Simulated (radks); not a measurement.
Tl+, 80 electrons, occupied as [Xe] 4f14 5d10 6s1 7s1 (not the ground configuration). Method: Dirac Kohn-Sham, BLYP, spin-unpolarised, spherical densities, finite nucleus; Fermi nuclear charge, rms radius 5.4759 fm; computed with a radial shooting solver on a logarithmic mesh with Libxc functionals.

Spin-orbit splittings of the eigenvalues, e(l+1/2) - e(l-1/2), with zeta = 2 splitting/(2l+1) and mean radii in bohr:

| shell | occ. | splitting (eV) | zeta (eV) | <r> j=l-1/2 | <r> j=l+1/2 |
|---|---|---|---|---|---|
| 2p | 6 | 2066 | 1377 | 0.05589 | 0.06468 |
| 3p | 6 | 459.3 | 306.2 | 0.1674 | 0.1835 |
| 3d | 10 | 98.10 | 39.24 | 0.1595 | 0.1644 |
| 4p | 6 | 111.7 | 74.46 | 0.3931 | 0.4275 |
| 4d | 10 | 20.84 | 8.336 | 0.4334 | 0.4445 |
| 4f | 14 | ? | ? | 0.4646 | 0.4711 |
| 5p | 6 | 20.28 | 13.52 | 0.9412 | 1.035 |
| 5d | 10 | 2.247 | 0.8987 | 1.339 | 1.390 |
| 6p | 0 | 1.778 | 1.186 | 2.810 | 3.130 |
| 6d | 0 | 0.09418 | 0.03767 | 5.431 | 5.551 |

Estimate the 4f splitting.

Answer. 4.600 eV (zeta = 1.314 eV).
